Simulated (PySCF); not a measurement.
**Ionisation energy of Fe by level of theory**

Fe [Ar] 3d6 4s2 (5D) → Fe+ [Ar] 3d6 4s1 (6D), as a difference of total energies. Computed with PySCF 2.14 in ANO-R3 (7s5p5d3f2g1h, 97 functions), with scalar relativity by spin-free X2C-1e. Correlated levels: valence: [Ar] frozen; valence and next inner shell: [Ne] frozen. The calculations carry no spin-orbit coupling.

```csv
method,ionisation energy (eV)
UHF,6.432
LDA,8.135
PBE,7.827
PBE0,7.629
B97-3,8.070
wB97X,8.253
M06,8.523
MP2 (valence),7.441
SCS-MP2 (valence),7.614
MP2 (valence and next inner shell),7.543
SCS-MP2 (valence and next inner shell),7.627
```

Question: How much does correlation contribute at MP2 (valence and next inner shell)?

Answer: 7.543 − (6.432) = 1.111 eV, measured against UHF.

Errors of the correlated levels include the incompleteness of this basis and the frozen core.

MP2 underrates the near-degeneracy of ns² with np² in the lower species.

For comparison: 7.904 eV (measured; NIST levels, between the centres of gravity of the two terms).
